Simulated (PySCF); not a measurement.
A search over the determinants of BeS

Unrestricted PBE0; basis Be jorge-DZP-DKH, S jorge-DZP-DKH; spin-free X2C with a Gaussian nucleus; PySCF 2.14. Outer shells of the fragments: Be 2s2; S 3s2 3p4.

Followed along the bond (rough minima from three points):

| 2Ms+1 | unpaired | ⟨S²⟩ at the start | R at minimum (Å) | Te (eV) |
| --- | --- | --- | --- | --- |
| 1 | none | 0.00 | 1.76 | 0.00 |
| 3 | σ ↑, π ↑ | 2.00 | 1.93 | 0.58 |
| 1 | σ ↑, π ↓ | 1.01 | 1.93 | 0.63 |

Solutions found at the starting distance of 1.945 Å, counted from the lowest of them; the search is not exhaustive and high or unbound solutions are not listed, so other states can lie among these:

| 2Ms+1 | unpaired | term | E (eV) | ⟨S²⟩ | ⟨Lz²⟩ | μ (D) |
| --- | --- | --- | --- | --- | --- | --- |
| 1 | none | ¹Σ⁺ | 0.00 | 0.00 | 0.00 | -5.51 |
| 3 | σ ↑, π ↑ | ³Π | 0.22 | 2.00 | 1.01 | -0.63 |
| 1 | σ ↑, π ↓ | mixed | 0.26 | 1.01 | 1.01 | -0.62 |
| 3 | σ ↑↑ | ³Σ⁺ | 2.02 | 2.01 | 0.00 | -0.44 |
| 3 | π ↑↑ | mixed | 3.10 | 2.02 | 2.01 | -2.63 |
| 3 | π ↑↑ | mixed | 3.39 | 2.02 | 2.01 | -2.72 |

A term symbol is given only where ⟨S²⟩ and ⟨Lz²⟩ are close to those of a pure state; real π, δ and φ orbitals otherwise mix terms. A positive dipole means Be(−)S(+).

Problem. Compare the gap between the two lowest followed solutions at the starting distance with the gap between their minima.

Solution. At PBE0 the second solution (triplet, unpaired electrons σ ↑, π ↑) lies +0.22 eV from the first (singlet, closed shell) at 1.945 Å and +0.58 eV at the minima; the two curves relax by different amounts, since their minima lie near 1.93 and 1.76 Å.

Counting both spins, an empty level lies below a filled one in some of these solutions, because spin and occupation are held.
